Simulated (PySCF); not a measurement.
**Diatomic cations of Be with the fourth-period p block**

PBE0 with double-zeta basis sets in PySCF, for the lowest determinant that a PBE0 search found; no spin–orbit coupling. De refers to high-spin ground-configuration atoms (the charge goes to the atom of lower measured ionisation energy or higher electron affinity, which is not always the lowest computed limit). A positive dipole points towards Be; it is taken about the centre of mass and depends on that origin.

```json
{"M": "Ga", "basis": "cc-pVDZ/cc-pVDZ-PP", "charged atom": "Ga+", "state (unpaired electrons)": "singlet (closed shell)", "Re (Å)": "2.825", "ωe (cm⁻¹)": "234", "De (eV)": "0.72", "μ (D)": "3.75"}
{"M": "Ge", "basis": "pcseg-1", "charged atom": "Ge+", "state (unpaired electrons)": "doublet (π ↑)", "Re (Å)": "2.361", "ωe (cm⁻¹)": "398", "De (eV)": "1.93", "μ (D)": "5.94"}
{"M": "Se", "basis": "pcseg-1", "charged atom": "Be+", "state (unpaired electrons)": "doublet (π ↑)", "Re (Å)": "1.980", "ωe (cm⁻¹)": "730", "De (eV)": "3.03", "μ (D)": "8.36"}
{"M": "Br", "basis": "x2c-SVPall", "charged atom": "Be+", "state (unpaired electrons)": "singlet (closed shell)", "Re (Å)": "1.887", "ωe (cm⁻¹)": "832", "De (eV)": "3.83", "μ (D)": "8.67"}
```

The shortest bond is that of BeBr⁺ (1.887 Å), the longest that of BeGa⁺ (2.825 Å). BeBr⁺ is bound most strongly (3.83 eV) and BeGa⁺ least (0.72 eV).

The rows differ in basis set, which adds steps of its own.

The state changes along the series, so neighbouring rows are not always alike in their bonding.

Closed-shell solutions of metal pairs were not tested for spin polarisation, which can lower them a little. For an ion De counts to the pair picked by the measured ionisation energies or electron affinities, which need not be the lowest pair at this level. States were picked by a PBE0 search and need not be the measured ground states.
